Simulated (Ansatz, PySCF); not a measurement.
Species: CaO₂, net charge 0, singlet state. SMILES: [Ca]1[O][O]1
Structure (B3LYP-D3(BJ)/def2-TZVP (Ansatz, a quantum-chemistry and plane-wave program) minimum search):
```
O
O 1 1.5175
Ca 1 1.9812 2 67.48
```
Charge 0, spin multiplicity 1.

Property: vertical ionisation energy (to the doublet state of charge +1; each state is the SCF solution reached for its spin; for the doublet the Hartree-Fock reference is unstable and T1 is 0.026), in eV. Valence correlation only, unless marked. Open shells are spin-unrestricted. Spin-orbit coupling is left out. The frozen core is the preceding noble-gas configuration, with the filled d and f shells of earlier blocks. The outer core of K, Ca and their heavier congeners is not correlated, a term that matters for these elements. No relativistic terms. 

```json
[
 {"level": "RI-HF/def2-TZVPPD", "program": "Ansatz", "vertical ionisation energy (eV)": "5.39"},
 {"level": "RI-HF/def2-QZVPPD", "program": "Ansatz", "vertical ionisation energy (eV)": "5.42"},
 {"level": "PBE/def2-TZVPD", "program": "Ansatz", "vertical ionisation energy (eV)": "6.89"},
 {"level": "M06-2X/def2-TZVPD", "program": "PySCF", "vertical ionisation energy (eV)": "6.89"},
 {"level": "CAM-B3LYP/def2-TZVPD", "program": "Ansatz", "vertical ionisation energy (eV)": "6.93"},
 {"level": "CCSD/def2-QZVPPD", "program": "Ansatz", "vertical ionisation energy (eV)": "6.54"},
 {"level": "CCSD(T)/def2-SVPD", "program": "Ansatz", "vertical ionisation energy (eV)": "6.45"},
 {"level": "CCSD(T)/def2-TZVPPD", "program": "Ansatz", "vertical ionisation energy (eV)": "6.46"},
 {"level": "CCSD(T)/def2-QZVPPD", "program": "Ansatz", "vertical ionisation energy (eV)": "6.57"}
]
```

For comparison, minus the highest occupied orbital energy (PySCF): 3.61 eV at TPSSh/def2-TZVPD, 5.89 eV at M06-2X/def2-TZVPD, 2.93 eV at M06-L/def2-TZVPD.
